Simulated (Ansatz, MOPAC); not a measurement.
Species: CH6NSi, charge -1, multiplicity 1. SMILES: CN[SiH2-]

Atoms: C1, N2, Si3, H4, H5, H6, H7, H8, H9. Bonds: C1-N2, C1-H4, C1-H5, C1-H6, N2-Si3, N2-H7, Si3-H8, Si3-H9.

Bond lengths (Å) and angles (degrees) optimised at PM7 with MOPAC; HF/STO-3G with Ansatz (a program for electronic structure); HF/6-31G* with Ansatz; MP2/6-31G* with Ansatz, each started from the B3LYP-D3(BJ)/def2-TZVP structure (Ansatz) of the last column. A row stands for all coordinates that are equal there; 11 of 20 kinds are shown. 6-31G* holds six Cartesian d functions. No wavenumbers were computed at HF/STO-3G, MP2/6-31G*, so these may be saddle points.

```tsv
coordinate	PM7	HF/STO-3G	HF/6-31G*	MP2/6-31G*	B3LYP-D3(BJ)/def2-TZVP
C1-N2	1.480	1.481	1.438	1.450	1.444
C1-H4	1.104	1.099	1.099	1.110	1.110
C1-H5	1.104	1.091	1.087	1.096	1.096
C1-H6	1.105	1.096	1.095	1.104	1.103
N2-Si3	1.817	1.870	1.836	1.854	1.837
N2-H7	1.021	1.037	1.002	1.019	1.013
Si3-H8	1.438	1.471	1.538	1.543	1.544
Si3-H9	1.440	1.478	1.558	1.564	1.566
C1-N2-Si3	118.9	113.8	119.1	115.6	117.6
N2-C1-H4	115.2	115.3	115.2	115.7	115.4
N2-C1-H5	110.2	109.7	109.3	108.4	108.7
```

Mean signed difference of all 8 bond lengths from B3LYP-D3(BJ)/def2-TZVP: PM7 -0.025 Å, HF/STO-3G -0.011 Å, HF/6-31G* -0.007 Å, MP2/6-31G* 0.004 Å.
